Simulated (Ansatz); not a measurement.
## Molecular dynamics of H$_{4}$OSSiTe

Input file:

```yaml
crystal:
  periodic: [false, false, false]
  atoms:
    - { symbol: O, position_ang: [-0.818051, 1.569874, -0.625302] }
    - { symbol: Si, position_ang: [-0.017216, 0.549335, 0.375634] }
    - { symbol: S, position_ang: [1.864673, 0.107768, -0.568341] }
    - { symbol: Te, position_ang: [-1.2719, -1.575605, 0.908161] }
    - { symbol: H, position_ang: [-1.114856, 1.290389, -1.477287] }
    - { symbol: H, position_ang: [0.120692, 1.245227, 1.660019] }
    - { symbol: H, position_ang: [2.182809, -0.947525, 0.18518] }
    - { symbol: H, position_ang: [-0.854051, -2.296463, -0.513763] }
basis:
  gaussian: { orbitals: def2-SVP }
hamiltonian:
  xc: hf
md:
  timestep: 0.5
  n_steps: 260
  ensemble: nvt_nose_hoover
  temperature: 1000.0
  initial_velocities: maxwell_boltzmann
  seed: 519044
  nose_hoover: { tau: 3.0, chain_length: 1 }
```

Command:

```bash
$ ansatz run input.yaml --threads 1 --pin off --max-ram 2048MiB --backend cpu --events-out ev --progress --plain --runs-dir out
```

It starts from a relaxed structure.

Output, in part (one step line in 3, the closing report, with atoms numbered from 0):

```
md step     0: t =     0.00 fs  T =  1000.0 K  F+E_penalty+E_count = -28040.25996572 eV  E_kin = 0.775560 eV  conserved = -28039.48440573 eV  (29 SCF iters)
md step     3: t =     1.50 fs  T =   946.3 K  F+E_penalty+E_count = -28040.21571221 eV  E_kin = 0.733914 eV  conserved = -28039.48380104 eV  (28 SCF iters)
md step     6: t =     3.00 fs  T =   897.5 K  F+E_penalty+E_count = -28040.15660717 eV  E_kin = 0.696037 eV  conserved = -28039.48322408 eV  (28 SCF iters)
md step     9: t =     4.50 fs  T =   961.6 K  F+E_penalty+E_count = -28040.15287806 eV  E_kin = 0.745790 eV  conserved = -28039.48366213 eV  (28 SCF iters)
md step    12: t =     6.00 fs  T =  1050.9 K  F+E_penalty+E_count = -28040.14946217 eV  E_kin = 0.815069 eV  conserved = -28039.48401656 eV  (28 SCF iters)
md step    15: t =     7.50 fs  T =  1046.5 K  F+E_penalty+E_count = -28040.08654630 eV  E_kin = 0.811629 eV  conserved = -28039.48380488 eV  (28 SCF iters)
md step    18: t =     9.00 fs  T =   985.3 K  F+E_penalty+E_count = -28039.99739567 eV  E_kin = 0.764126 eV  conserved = -28039.48295142 eV  (28 SCF iters)
md step    21: t =    10.50 fs  T =  1018.1 K  F+E_penalty+E_count = -28039.98147439 eV  E_kin = 0.789615 eV  conserved = -28039.48341913 eV  (28 SCF iters)
md step    24: t =    12.00 fs  T =  1077.4 K  F+E_penalty+E_count = -28039.99225539 eV  E_kin = 0.835571 eV  conserved = -28039.48405059 eV  (28 SCF iters)
md step    27: t =    13.50 fs  T =  1028.7 K  F+E_penalty+E_count = -28039.94494579 eV  E_kin = 0.797791 eV  conserved = -28039.48337566 eV  (28 SCF iters)
md step    30: t =    15.00 fs  T =   971.3 K  F+E_penalty+E_count = -28039.90269716 eV  E_kin = 0.753301 eV  conserved = -28039.48296147 eV  (28 SCF iters)
md step    33: t =    16.50 fs  T =   991.8 K  F+E_penalty+E_count = -28039.91382705 eV  E_kin = 0.769205 eV  conserved = -28039.48354571 eV  (28 SCF iters)
md step    36: t =    18.00 fs  T =  1009.8 K  F+E_penalty+E_count = -28039.91930159 eV  E_kin = 0.783133 eV  conserved = -28039.48393896 eV  (29 SCF iters)
md step    39: t =    19.50 fs  T =   963.6 K  F+E_penalty+E_count = -28039.87587370 eV  E_kin = 0.747362 eV  conserved = -28039.48364762 eV  (29 SCF iters)
md step    42: t =    21.00 fs  T =   921.7 K  F+E_penalty+E_count = -28039.82270406 eV  E_kin = 0.714817 eV  conserved = -28039.48308454 eV  (31 SCF iters)
md step    45: t =    22.50 fs  T =   964.5 K  F+E_penalty+E_count = -28039.81082899 eV  E_kin = 0.748060 eV  conserved = -28039.48365719 eV  (29 SCF iters)
md step    48: t =    24.00 fs  T =   991.1 K  F+E_penalty+E_count = -28039.76962430 eV  E_kin = 0.768651 eV  conserved = -28039.48391668 eV  (29 SCF iters)
md step    51: t =    25.50 fs  T =   943.3 K  F+E_penalty+E_count = -28039.66437993 eV  E_kin = 0.731620 eV  conserved = -28039.48297468 eV  (29 SCF iters)
md step    54: t =    27.00 fs  T =   971.4 K  F+E_penalty+E_count = -28039.60187187 eV  E_kin = 0.753404 eV  conserved = -28039.48259822 eV  (29 SCF iters)
md step    57: t =    28.50 fs  T =  1131.8 K  F+E_penalty+E_count = -28039.62814688 eV  E_kin = 0.877770 eV  conserved = -28039.48344772 eV  (29 SCF iters)
md step    60: t =    30.00 fs  T =  1210.2 K  F+E_penalty+E_count = -28039.63457417 eV  E_kin = 0.938575 eV  conserved = -28039.48379086 eV  (28 SCF iters)
md step    63: t =    31.50 fs  T =  1087.9 K  F+E_penalty+E_count = -28039.57023598 eV  E_kin = 0.843697 eV  conserved = -28039.48295184 eV  (28 SCF iters)
md step    66: t =    33.00 fs  T =   967.4 K  F+E_penalty+E_count = -28039.53983523 eV  E_kin = 0.750267 eV  conserved = -28039.48274729 eV  (29 SCF iters)
md step    69: t =    34.50 fs  T =   938.8 K  F+E_penalty+E_count = -28039.56923760 eV  E_kin = 0.728112 eV  conserved = -28039.48380805 eV  (28 SCF iters)
md step    72: t =    36.00 fs  T =   876.7 K  F+E_penalty+E_count = -28039.54660491 eV  E_kin = 0.679907 eV  conserved = -28039.48384013 eV  (28 SCF iters)
md step    75: t =    37.50 fs  T =   789.4 K  F+E_penalty+E_count = -28039.46094742 eV  E_kin = 0.612208 eV  conserved = -28039.48297287 eV  (29 SCF iters)
md step    78: t =    39.00 fs  T =   827.6 K  F+E_penalty+E_count = -28039.41179485 eV  E_kin = 0.641848 eV  conserved = -28039.48259347 eV  (28 SCF iters)
md step    81: t =    40.50 fs  T =  1046.3 K  F+E_penalty+E_count = -28039.43446927 eV  E_kin = 0.811461 eV  conserved = -28039.48365344 eV  (28 SCF iters)
md step    84: t =    42.00 fs  T =  1215.2 K  F+E_penalty+E_count = -28039.40270518 eV  E_kin = 0.942434 eV  conserved = -28039.48370306 eV  (29 SCF iters)
md step    87: t =    43.50 fs  T =  1184.0 K  F+E_penalty+E_count = -28039.29584801 eV  E_kin = 0.918278 eV  conserved = -28039.48219204 eV  (29 SCF iters)
md step    90: t =    45.00 fs  T =  1148.7 K  F+E_penalty+E_count = -28039.27452946 eV  E_kin = 0.890882 eV  conserved = -28039.48242053 eV  (29 SCF iters)
md step    93: t =    46.50 fs  T =  1112.1 K  F+E_penalty+E_count = -28039.31870093 eV  E_kin = 0.862522 eV  conserved = -28039.48328301 eV  (29 SCF iters)
md step    96: t =    48.00 fs  T =   974.3 K  F+E_penalty+E_count = -28039.31951157 eV  E_kin = 0.755598 eV  conserved = -28039.48331756 eV  (29 SCF iters)
md step    99: t =    49.50 fs  T =   828.6 K  F+E_penalty+E_count = -28039.28901373 eV  E_kin = 0.642615 eV  conserved = -28039.48261647 eV  (29 SCF iters)
md step   102: t =    51.00 fs  T =   838.4 K  F+E_penalty+E_count = -28039.32215212 eV  E_kin = 0.650243 eV  conserved = -28039.48254284 eV  (28 SCF iters)
md step   105: t =    52.50 fs  T =   999.8 K  F+E_penalty+E_count = -28039.42440771 eV  E_kin = 0.775386 eV  conserved = -28039.48366106 eV  (29 SCF iters)
md step   108: t =    54.00 fs  T =  1090.9 K  F+E_penalty+E_count = -28039.46485330 eV  E_kin = 0.846083 eV  conserved = -28039.48351872 eV  (29 SCF iters)
md step   111: t =    55.50 fs  T =  1075.3 K  F+E_penalty+E_count = -28039.45443409 eV  E_kin = 0.833925 eV  conserved = -28039.48248515 eV  (29 SCF iters)
md step   114: t =    57.00 fs  T =  1088.9 K  F+E_penalty+E_count = -28039.50221987 eV  E_kin = 0.844512 eV  conserved = -28039.48335456 eV  (29 SCF iters)
md step   117: t =    58.50 fs  T =  1033.1 K  F+E_penalty+E_count = -28039.52934846 eV  E_kin = 0.801235 eV  conserved = -28039.48377699 eV  (29 SCF iters)
md step   120: t =    60.00 fs  T =   890.3 K  F+E_penalty+E_count = -28039.49053044 eV  E_kin = 0.690472 eV  conserved = -28039.48329676 eV  (29 SCF iters)
md step   123: t =    61.50 fs  T =   799.6 K  F+E_penalty+E_count = -28039.44877726 eV  E_kin = 0.620100 eV  conserved = -28039.48278031 eV  (28 SCF iters)
md step   126: t =    63.00 fs  T =   862.1 K  F+E_penalty+E_count = -28039.46597632 eV  E_kin = 0.668633 eV  conserved = -28039.48300292 eV  (29 SCF iters)
md step   129: t =    64.50 fs  T =  1014.4 K  F+E_penalty+E_count = -28039.50198402 eV  E_kin = 0.786750 eV  conserved = -28039.48413601 eV  (31 SCF iters)
md step   132: t =    66.00 fs  T =  1044.1 K  F+E_penalty+E_count = -28039.43297107 eV  E_kin = 0.809764 eV  conserved = -28039.48324651 eV  (29 SCF iters)
md step   135: t =    67.50 fs  T =  1051.7 K  F+E_penalty+E_count = -28039.36350703 eV  E_kin = 0.815686 eV  conserved = -28039.48198165 eV  (29 SCF iters)
md step   138: t =    69.00 fs  T =  1190.6 K  F+E_penalty+E_count = -28039.42241937 eV  E_kin = 0.923402 eV  conserved = -28039.48361377 eV  (30 SCF iters)
md step   141: t =    70.50 fs  T =  1167.4 K  F+E_penalty+E_count = -28039.43089525 eV  E_kin = 0.905419 eV  conserved = -28039.48359212 eV  (30 SCF iters)
md step   144: t =    72.00 fs  T =   959.3 K  F+E_penalty+E_count = -28039.35433242 eV  E_kin = 0.743979 eV  conserved = -28039.48294969 eV  (30 SCF iters)
md step   147: t =    73.50 fs  T =   800.6 K  F+E_penalty+E_count = -28039.28940053 eV  E_kin = 0.620908 eV  conserved = -28039.48253262 eV  (29 SCF iters)
md step   150: t =    75.00 fs  T =   816.5 K  F+E_penalty+E_count = -28039.29831306 eV  E_kin = 0.633232 eV  conserved = -28039.48290569 eV  (29 SCF iters)
md step   153: t =    76.50 fs  T =   935.6 K  F+E_penalty+E_count = -28039.32811814 eV  E_kin = 0.725582 eV  conserved = -28039.48397390 eV  (28 SCF iters)
md step   156: t =    78.00 fs  T =   965.7 K  F+E_penalty+E_count = -28039.25353554 eV  E_kin = 0.748988 eV  conserved = -28039.48274049 eV  (29 SCF iters)
md step   159: t =    79.50 fs  T =  1030.2 K  F+E_penalty+E_count = -28039.19150968 eV  E_kin = 0.798984 eV  conserved = -28039.48202161 eV  (29 SCF iters)
md step   162: t =    81.00 fs  T =  1190.3 K  F+E_penalty+E_count = -28039.20991289 eV  E_kin = 0.923180 eV  conserved = -28039.48376683 eV  (28 SCF iters)
md step   165: t =    82.50 fs  T =  1134.4 K  F+E_penalty+E_count = -28039.12808478 eV  E_kin = 0.879770 eV  conserved = -28039.48295679 eV  (28 SCF iters)
md step   168: t =    84.00 fs  T =   958.6 K  F+E_penalty+E_count = -28039.00822234 eV  E_kin = 0.743468 eV  conserved = -28039.48227460 eV  (29 SCF iters)
md step   171: t =    85.50 fs  T =   865.6 K  F+E_penalty+E_count = -28038.93971452 eV  E_kin = 0.671295 eV  conserved = -28039.48226606 eV  (28 SCF iters)
md step   174: t =    87.00 fs  T =   891.8 K  F+E_penalty+E_count = -28038.92182590 eV  E_kin = 0.691660 eV  conserved = -28039.48265775 eV  (28 SCF iters)
md step   177: t =    88.50 fs  T =   934.1 K  F+E_penalty+E_count = -28038.87695172 eV  E_kin = 0.724436 eV  conserved = -28039.48378551 eV  (28 SCF iters)
md step   180: t =    90.00 fs  T =   847.8 K  F+E_penalty+E_count = -28038.70362375 eV  E_kin = 0.657540 eV  conserved = -28039.48127633 eV  (28 SCF iters)
md step   183: t =    91.50 fs  T =   986.4 K  F+E_penalty+E_count = -28038.66257466 eV  E_kin = 0.765039 eV  conserved = -28039.48133435 eV  (28 SCF iters)
md step   186: t =    93.00 fs  T =  1334.1 K  F+E_penalty+E_count = -28038.74465093 eV  E_kin = 1.034665 eV  conserved = -28039.48380594 eV  (28 SCF iters)
md step   189: t =    94.50 fs  T =  1293.5 K  F+E_penalty+E_count = -28038.64322424 eV  E_kin = 1.003154 eV  conserved = -28039.48153623 eV  (28 SCF iters)
md step   192: t =    96.00 fs  T =  1075.5 K  F+E_penalty+E_count = -28038.54148632 eV  E_kin = 0.834095 eV  conserved = -28039.48087848 eV  (28 SCF iters)
md step   195: t =    97.50 fs  T =   987.6 K  F+E_penalty+E_count = -28038.56780592 eV  E_kin = 0.765926 eV  conserved = -28039.48088002 eV  (30 SCF iters)
md step   198: t =    99.00 fs  T =  1050.7 K  F+E_penalty+E_count = -28038.71291768 eV  E_kin = 0.814915 eV  conserved = -28039.48209884 eV  (28 SCF iters)
md step   201: t =   100.50 fs  T =  1036.6 K  F+E_penalty+E_count = -28038.82120663 eV  E_kin = 0.803951 eV  conserved = -28039.48374055 eV  (28 SCF iters)
md step   204: t =   102.00 fs  T =   833.3 K  F+E_penalty+E_count = -28038.77119730 eV  E_kin = 0.646251 eV  conserved = -28039.48140439 eV  (28 SCF iters)
md step   207: t =   103.50 fs  T =   847.2 K  F+E_penalty+E_count = -28038.83173766 eV  E_kin = 0.657034 eV  conserved = -28039.48175498 eV  (28 SCF iters)
md step   210: t =   105.00 fs  T =  1018.0 K  F+E_penalty+E_count = -28038.97283375 eV  E_kin = 0.789495 eV  conserved = -28039.48372013 eV  (28 SCF iters)
md step   213: t =   106.50 fs  T =  1012.9 K  F+E_penalty+E_count = -28038.97506912 eV  E_kin = 0.785531 eV  conserved = -28039.48247518 eV  (28 SCF iters)
md step   216: t =   108.00 fs  T =   972.3 K  F+E_penalty+E_count = -28038.95413548 eV  E_kin = 0.754072 eV  conserved = -28039.48186494 eV  (28 SCF iters)
md step   219: t =   109.50 fs  T =  1031.6 K  F+E_penalty+E_count = -28039.00417079 eV  E_kin = 0.800055 eV  conserved = -28039.48181650 eV  (28 SCF iters)
md step   222: t =   111.00 fs  T =  1162.7 K  F+E_penalty+E_count = -28039.12848994 eV  E_kin = 0.901779 eV  conserved = -28039.48279707 eV  (28 SCF iters)
md step   225: t =   112.50 fs  T =  1136.9 K  F+E_penalty+E_count = -28039.19964790 eV  E_kin = 0.881744 eV  conserved = -28039.48379525 eV  (28 SCF iters)
md step   228: t =   114.00 fs  T =   920.9 K  F+E_penalty+E_count = -28039.15580124 eV  E_kin = 0.714230 eV  conserved = -28039.48176504 eV  (28 SCF iters)
md step   231: t =   115.50 fs  T =   891.6 K  F+E_penalty+E_count = -28039.22210513 eV  E_kin = 0.691469 eV  conserved = -28039.48256679 eV  (28 SCF iters)
md step   234: t =   117.00 fs  T =   948.5 K  F+E_penalty+E_count = -28039.32326468 eV  E_kin = 0.735609 eV  conserved = -28039.48384109 eV  (28 SCF iters)
md step   237: t =   118.50 fs  T =   904.8 K  F+E_penalty+E_count = -28039.32202750 eV  E_kin = 0.701752 eV  conserved = -28039.48281738 eV  (28 SCF iters)
md step   240: t =   120.00 fs  T =   902.6 K  F+E_penalty+E_count = -28039.32082572 eV  E_kin = 0.700015 eV  conserved = -28039.48257059 eV  (28 SCF iters)
md step   243: t =   121.50 fs  T =  1008.1 K  F+E_penalty+E_count = -28039.37085801 eV  E_kin = 0.781844 eV  conserved = -28039.48245325 eV  (28 SCF iters)
md step   246: t =   123.00 fs  T =  1176.5 K  F+E_penalty+E_count = -28039.47275595 eV  E_kin = 0.912447 eV  conserved = -28039.48331628 eV  (29 SCF iters)
md step   249: t =   124.50 fs  T =  1181.9 K  F+E_penalty+E_count = -28039.51964093 eV  E_kin = 0.916635 eV  conserved = -28039.48370856 eV  (29 SCF iters)
md step   252: t =   126.00 fs  T =  1014.2 K  F+E_penalty+E_count = -28039.49618479 eV  E_kin = 0.786544 eV  conserved = -28039.48211080 eV  (27 SCF iters)
md step   255: t =   127.50 fs  T =   966.4 K  F+E_penalty+E_count = -28039.56782247 eV  E_kin = 0.749463 eV  conserved = -28039.48320119 eV  (28 SCF iters)
md step   258: t =   129.00 fs  T =   931.2 K  F+E_penalty+E_count = -28039.63384508 eV  E_kin = 0.722208 eV  conserved = -28039.48383657 eV  (29 SCF iters)
md step   260: t =   130.00 fs  T =   869.0 K  F+E_penalty+E_count = -28039.63053113 eV  E_kin = 0.673938 eV  conserved = -28039.48327675 eV  (29 SCF iters)
Total energy: -28039.63053113 eV, -1030.4374160747 hartree
Atom 0 at    -0.894905     1.205340    -0.456182 Å, force    -0.907007     0.888713    -2.046778 eV/Å
Atom 1 at     0.206771     0.458413     0.444934 Å, force     0.378983    -1.224504     0.050175 eV/Å
Atom 2 at     2.109808     0.328059    -0.645584 Å, force    -0.965027     0.698558     0.375730 eV/Å
Atom 3 at    -1.360987    -1.596643     0.892621 Å, force     0.729379     0.528520    -0.067479 eV/Å
Atom 4 at    -1.176047     0.805952    -1.284105 Å, force     0.267942     0.486461     0.791662 eV/Å
Atom 5 at     0.474877     1.366083     1.535958 Å, force    -0.006283    -0.014515     0.671210 eV/Å
Atom 6 at     1.961747     1.691865    -0.736431 Å, force     0.433741    -0.900917    -0.082398 eV/Å
Atom 7 at    -2.466204    -0.596474     0.147490 Å, force     0.068271    -0.462316     0.307878 eV/Å
Dipole moment:    -0.059602     0.138912    -0.142348 e Å
```

All steps were run. The conserved energy stayed within 0.49 meV per atom of its start (net change 0.14 meV per atom), so the integration is sound. A run of 0.13 ps of so small a system gives no equilibrium averages.

The same pairs are bonded in the first frame and the last. Pairs count as bonded within 1.25 times the sum of covalent radii (0.12 Å more for H–H).

Last frame:

```xyz
8
Properties=species:S:1:pos:R:3
O -0.895 1.205 -0.456
Si 0.207 0.458 0.445
S 2.110 0.328 -0.646
Te -1.361 -1.597 0.893
H -1.176 0.806 -1.284
H 0.475 1.366 1.536
H 1.962 1.692 -0.736
H -2.466 -0.597 0.147
```

Time of the run: 32 min on 1 thread of AMD EPYC (Zen 3) (shared host), peak memory 0.22 GiB.
